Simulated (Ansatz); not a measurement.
Steps of a relaxation of C2H7AlGe with RKS PBE-D4/def2-SVP.

```sh
$ ansatz run in.yaml --threads 4 --pin off --events-out ev --progress --plain --max-ram 10444MiB
```

```yaml
crystal:
  periodic: [false, false, false]
  atoms:
    - {symbol: Ge, position_ang: [-1.227600, 0.880300, -0.098100]}
    - {symbol: C, position_ang: [0.269900, -0.089100, -0.723300]}
    - {symbol: C, position_ang: [1.406200, -0.086700, 0.245300]}
    - {symbol: Al, position_ang: [0.554300, -1.822100, 0.194900]}
    - {symbol: H, position_ang: [-1.048100, 2.423900, -0.416000]}
    - {symbol: H, position_ang: [-1.474100, 0.733100, 1.412400]}
    - {symbol: H, position_ang: [-2.510700, 0.437300, -0.861100]}
    - {symbol: H, position_ang: [0.601000, 0.004700, -1.798200]}
    - {symbol: H, position_ang: [2.440100, -0.056000, -0.185600]}
    - {symbol: H, position_ang: [1.293700, 0.516400, 1.203000]}
    - {symbol: H, position_ang: [-0.239300, -2.999000, 1.047300]}
basis:
  gaussian: {orbitals: def2-SVP}
hamiltonian: {xc: pbe, dispersion: d4}
relax: {f_tol: 0.03, max_steps: 200}
```

Positions (Å) and forces (eV/Å) along the path, 9 of 9 steps:

```xyz
11
step=1 energy=-65274.5686 eV
Ge   -1.228    0.880   -0.098   -1.162    1.088   -0.960
C     0.270   -0.089   -0.723   -0.029   -1.188   -1.575
C     1.406   -0.087    0.245    2.211   -0.066    1.794
Al    0.554   -1.822    0.195   -1.032    0.046    0.742
H    -1.048    2.424   -0.416   -0.030   -0.253    0.235
H    -1.474    0.733    1.412    0.126   -0.166    0.270
H    -2.511    0.437   -0.861   -0.056    0.017    0.098
H     0.601    0.005   -1.798   -0.611    0.193    0.557
H     2.440   -0.056   -0.186   -0.353    0.364    0.266
H     1.294    0.516    1.203    0.386   -0.339   -0.787
H    -0.239   -2.999    1.047    0.549    0.303   -0.640
11
step=2 energy=-65274.9710 eV
Ge   -1.296    0.935   -0.195   -0.057    0.407    0.108
C     0.265   -0.107   -0.657   -0.326   -0.600   -0.819
C     1.479   -0.115    0.293    0.780   -0.039    0.753
Al    0.494   -1.795    0.326   -0.319    0.289    0.148
H    -1.084    2.482   -0.389   -0.063   -0.136   -0.017
H    -1.482    0.725    1.333   -0.130   -0.020    0.159
H    -2.605    0.497   -0.916    0.131   -0.011   -0.022
H     0.518   -0.045   -1.740   -0.079    0.009    0.222
H     2.475   -0.051   -0.199   -0.185    0.047    0.092
H     1.458    0.543    1.202   -0.006   -0.137   -0.383
H    -0.157   -3.126    0.962    0.255    0.193   -0.241
11
step=3 energy=-65275.0506 eV
Ge   -1.286    0.972   -0.179    0.041   -0.046    0.112
C     0.246   -0.142   -0.654   -0.218   -0.128   -0.079
C     1.486   -0.130    0.311    0.169   -0.017    0.287
Al    0.456   -1.779    0.380   -0.013    0.239   -0.046
H    -1.086    2.508   -0.386    0.040   -0.029    0.001
H    -1.535    0.752    1.354   -0.023    0.025   -0.071
H    -2.563    0.524   -0.939   -0.016    0.005   -0.031
H     0.486   -0.098   -1.735   -0.030    0.014    0.016
H     2.471   -0.063   -0.191   -0.005   -0.068   -0.002
H     1.466    0.587    1.162   -0.036   -0.061   -0.130
H    -0.076   -3.189    0.898    0.091    0.068   -0.056
11
step=4 energy=-65274.9916 eV rejected
Ge   -1.315    0.956   -0.148    0.090    0.175   -0.086
C     0.210   -0.159   -0.620    0.451   -0.223   -0.537
C     1.519   -0.155    0.288   -0.558    0.521    0.548
Al    0.439   -1.748    0.437    0.098   -0.038    0.034
H    -1.007    2.486   -0.244   -0.018   -0.018    0.020
H    -1.716    0.675    1.332   -0.018   -0.044    0.050
H    -2.534    0.629   -1.060    0.079   -0.017    0.058
H     0.465   -0.073   -1.691   -0.326   -0.113   -0.242
H     2.506   -0.182   -0.218   -0.202    0.053   -0.160
H     1.468    0.698    0.995    0.437   -0.218    0.277
H     0.030   -3.185    0.950   -0.032   -0.078    0.038
11
step=5 energy=-65275.0686 eV
Ge   -1.297    0.972   -0.166    0.020    0.011   -0.012
C     0.220   -0.158   -0.646    0.046   -0.037    0.008
C     1.489   -0.131    0.311   -0.113    0.078    0.105
Al    0.447   -1.756    0.414    0.039   -0.054   -0.014
H    -1.013    2.500   -0.324   -0.010   -0.023    0.012
H    -1.631    0.727    1.344    0.009    0.000   -0.040
H    -2.549    0.587   -1.003    0.025    0.028    0.016
H     0.439   -0.121   -1.730   -0.035    0.013   -0.027
H     2.470   -0.106   -0.202   -0.025   -0.029   -0.038
H     1.474    0.630    1.117    0.033   -0.005   -0.014
H     0.017   -3.202    0.905    0.011    0.018    0.003
11
step=6 energy=-65275.0715 eV
Ge   -1.294    0.972   -0.168   -0.029    0.015   -0.012
C     0.212   -0.170   -0.645    0.048   -0.011   -0.012
C     1.482   -0.130    0.312   -0.101    0.070    0.038
Al    0.452   -1.759    0.422    0.024   -0.051    0.003
H    -0.995    2.499   -0.295    0.019   -0.015    0.007
H    -1.650    0.709    1.332   -0.002   -0.001   -0.006
H    -2.545    0.628   -1.024    0.023    0.003    0.014
H     0.426   -0.133   -1.730   -0.012    0.007   -0.021
H     2.459   -0.111   -0.209   -0.010   -0.018   -0.022
H     1.468    0.645    1.104    0.040    0.000    0.008
H     0.049   -3.209    0.921   -0.001    0.001    0.005
11
step=7 energy=-65275.0734 eV
Ge   -1.297    0.971   -0.168   -0.025    0.011   -0.007
C     0.199   -0.183   -0.646    0.031   -0.030    0.003
C     1.468   -0.121    0.312   -0.038    0.022   -0.032
Al    0.461   -1.764    0.432    0.007   -0.010   -0.001
H    -0.940    2.489   -0.258   -0.017   -0.019    0.000
H    -1.683    0.687    1.319   -0.005    0.004    0.006
H    -2.539    0.670   -1.051    0.018    0.019    0.012
H     0.407   -0.144   -1.733    0.007    0.007    0.003
H     2.438   -0.112   -0.220    0.011   -0.007    0.008
H     1.461    0.666    1.091    0.020    0.009    0.005
H     0.091   -3.218    0.942   -0.009   -0.007    0.002
11
step=8 energy=-65275.0731 eV rejected
Ge   -1.299    0.964   -0.163    0.015   -0.003   -0.042
C     0.202   -0.185   -0.652    0.060   -0.004   -0.005
C     1.469   -0.114    0.304   -0.028    0.003    0.093
Al    0.467   -1.760    0.437   -0.025    0.015    0.004
H    -0.951    2.482   -0.241    0.018    0.017    0.008
H    -1.698    0.675    1.321    0.014   -0.019   -0.004
H    -2.536    0.683   -1.057   -0.016   -0.020   -0.006
H     0.416   -0.145   -1.738   -0.046    0.022    0.029
H     2.446   -0.129   -0.216    0.000    0.015   -0.046
H     1.474    0.682    1.077    0.004   -0.026   -0.032
H     0.077   -3.209    0.948    0.004   -0.002    0.001
11
step=9 energy=-65275.0739 eV
Ge   -1.298    0.968   -0.168   -0.001    0.004   -0.001
C     0.201   -0.184   -0.647    0.019   -0.012   -0.009
C     1.468   -0.118    0.310   -0.017    0.007    0.013
Al    0.463   -1.762    0.435    0.000    0.003   -0.002
H    -0.945    2.485   -0.251   -0.001   -0.001    0.002
H    -1.688    0.680    1.319   -0.003   -0.002    0.002
H    -2.539    0.677   -1.054    0.002   -0.003    0.001
H     0.410   -0.142   -1.734   -0.006    0.006    0.005
H     2.441   -0.119   -0.221    0.003   -0.003   -0.005
H     1.469    0.673    1.085    0.007   -0.001   -0.007
H     0.084   -3.215    0.945   -0.003    0.000    0.002
```

Hardware: 4 threads of an Intel Xeon on a shared host. Wall time 10 s, peak host memory 0.18 GiB.
